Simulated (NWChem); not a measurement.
System: SiH2Cl2; SMILES Cl[SiH2]Cl

```xyz
5

Si     0.0000     0.0000    -0.7689
Cl    -1.6840     0.0000     0.4104
Cl     1.6840     0.0000     0.4104
H      0.0000     1.2330    -1.5936
H      0.0000    -1.2330    -1.5936
```
Atoms are numbered in this order, from 1.

The geometry was optimised at PBE0/def2-SVP.

Symmetry labels are those of C2v in the frame above (b1 and b2, or b-type labels, depend on it).

**Question.** List the 4 lowest vertical singlet excitations from B3LYP/6-31G* (spherical d), full TDDFT (NWChem).

**Answer.** 
| state | energy (eV) | oscillator strength | symmetry | leading excitation (squared amplitude) |
|---|---|---|---|---|
| S1 | 7.37 | 0.011 | b2 | HOMO → LUMO (0.99) |
| S2 | 7.53 | 0.000 | a2 | HOMO → LUMO+1 (0.98) |
| S3 | 7.77 | 0.029 | b1 | HOMO−1 → LUMO (0.81) |
| S4 | 7.85 | 0.000 | a2 | HOMO−2 → LUMO (0.98) |
